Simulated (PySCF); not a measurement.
Computed IR spectrum (relative IR intensity) of a molecule C₄H₉B. Coordinates come from a PBE-D3(BJ)/def2-SVP optimisation. The values are those of a single conformer. All values below come from PBE-D3(BJ)/def2-SVP (PySCF). No scaling factor is applied to the harmonic values.

Lines under 2 % of the strongest are left out, and lines within 2 cm⁻¹ are merged.

ν (cm⁻¹): 123 (vw), 847 (w), 904 (w), 937 (w), 961 (w), 967 (w), 998 (w), 1025 (w), 1191 (m), 1209 (w), 1286 (s), 1354 (vw), 1390 (m), 1426 (w), 1431 (vw), 1617 (m), 2487 (vs), 2906 (w), 2963 (w), 2965 (w), 3044 (m), 3046 (w), 3053 (w), 3062 (w), 3159 (vw) (against the strongest line: vs over 80 %, s over 45 %, m over 15 %, w over 4 %, vw less)

### Question
Pick the molecule that these values belong to.
A) C=CBCC
B) C=CCBC
C) C=CB(C)C

### Answer
A, C=CBCC
